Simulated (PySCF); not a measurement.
## How methods differ on the excitation energy of Cd

Cd [Kr] 4d10 5s2 (1S) → Cd [Kr] 4d10 5s1 6s1 (3S), as a difference of total energies. Computed with PySCF 2.14 in x2c-QZVPPall with one added diffuse shell each of s, p, d, f, g type (14s9p8d5f3g, 143 functions), with the spin-free X2C one-electron Hamiltonian (Gaussian nucleus). Correlated levels: valence: [Kr] frozen; valence and next inner shell: [Ar] 3d10 frozen. The calculations carry no spin-orbit coupling.

Question: Order these methods by the excitation energy they give, lowest first.
A. PBE0
B. MP2 (valence and next inner shell)
C. MP2 (valence)
D. LDA

Answer: A (48699 cm⁻¹), C (51165 cm⁻¹), B (51878 cm⁻¹), D (53568 cm⁻¹).

For comparison: 51484 cm⁻¹ (measured; NIST levels).
